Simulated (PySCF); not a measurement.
**Relaxation of quintet RhBr₂⁺**

Computed with UPBE0 in PySCF with Rh def2-TZVP with ECP28, Br def2-TZVP; scalar-relativistic core potentials, no spin–orbit coupling; density-fitted integrals. A (50,194) grid was used.

A hand-made bent start, of C2v symmetry, held to at least that symmetry:

Coordinates in bohr (charge 1 multiplicity 5):
```
Rh    0.0000    0.0000   -1.5367
Br    3.6256    0.0000    1.0019
Br   -3.6256    0.0000    1.0019
```

Question: What forces act on the atoms at the start (eV/Å)?

Answer: 
```json
{"atom": "Rh1", "Fx": "0.00", "Fy": "0.00", "Fz": "1.11"}
{"atom": "Br2", "Fx": "-0.34", "Fy": "0.00", "Fz": "-0.56"}
{"atom": "Br3", "Fx": "0.34", "Fy": "0.00", "Fz": "-0.56"}
```

Question: What does it relax to?

Answer: It ends at D∞h with Rh–Br 2.310 Å (×2); Br–Rh–Br 180.0° (after a last refinement on a finer grid). A frequency run shows a minimum. Other isomers or separated fragments may lie lower.

Question: How much energy is released, and in how many steps?

Answer: 18.2 kJ/mol in 14 steps.

With open d or f shells other occupations or spin states may lie lower.

The relaxation took roughly 11 core-minutes on a shared host.
